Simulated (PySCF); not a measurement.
Vibration and rotation of WBr

PBE0 constants of WBr, ⁶Σ⁺ (sextet), unpaired electrons σ ↑, π ↑↑, δ ↑↑ (W def2-TZVPP with ECP60, Br def2-TZVPP; scalar-relativistic core potentials (PySCF 2.14); masses 183.9509 and 78.9183 u):

* ωe: 258.6 cm⁻¹
* ωexe: 0.552 cm⁻¹
* Be: 0.052012 cm⁻¹
* αe: 0.000150 cm⁻¹
* D (centrifugal): 8.42e-09 cm⁻¹

Task: Give the vibrational terms G(v) and spacings up to v = 6.

Result: G(v) = ωe(v+½) − ωexe(v+½)².

```
v  G(v) (cm⁻¹)  G(v) − G(v−1)  Bv (cm⁻¹)
0        129.2                   0.05194
1        386.7          257.5    0.05179
2        643.0          256.4    0.05164
3        898.3          255.3    0.05149
4       1152.5          254.2    0.05134
5       1405.6          253.1    0.05119
6       1657.6          252.0    0.05104
```

De is left out where the level can put another filling of the metal’s s and d shells below the measured ground configuration, by anything from nothing to about 1 eV. Spin–orbit coupling is left out, which matters for elements this heavy, above all for dissociation energies. With d or f electrons several states lie close, and the lowest PBE0 determinant need not be the measured ground state.
